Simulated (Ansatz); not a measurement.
System: sum formula SiH2I (charge 0, doublet). It need not be the lowest isomer of its formula. SMILES: [SiH2]I
Coordinates optimised at B3LYP-D3(BJ)/def2-TZVP (Ansatz, a quantum-chemistry and plane-wave program):
```xyz
4

Si     1.5352    -1.0689     0.0586
I     -0.4626     0.3547    -0.0178
H      1.4701    -1.9119     1.2798
H      1.5547    -1.9240    -1.1557
```
Charge 0, spin multiplicity 2.

Computed values are from Ansatz. Valence correlation only, unless marked. Open shells are spin-unrestricted. Spin-orbit coupling is left out. The frozen core is the preceding noble-gas configuration, with the filled d and f shells of earlier blocks. In def2 rows, elements after Kr have scalar-relativistic effective core potentials. CBS marks a two-point X^-3 extrapolation of the correlation energy; Hartree-Fock from the larger set. The bracket is a focal-point correction in the basis named.

### Question
What is the T1 diagnostic at CCSD/def2-QZVPP?

### Answer
0.016.

### Question
What is the vertical electron affinity (to the singlet; negative means unbound) at RI-MP2/CBS(def2-TZVPPD,def2-QZVPPD)+[CCSD(T)-MP2]/def2-TZVPPD?

### Answer
1.55 eV.

### Question
What is the dipole moment at CCSD(T)/def2-SVPD?

### Answer
0.96 D.

### Question
What is the vertical ionisation energy (to the singlet) at RI-MP2/CBS(def2-TZVPPD,def2-QZVPPD)+[CCSD(T)-MP2]/def2-TZVPPD?

### Answer
8.48 eV.

### Question
What is the atomisation energy De at CCSD(T)/CBS(def2-TZVPP,def2-QZVPP)?

### Answer
215.8 kcal/mol.
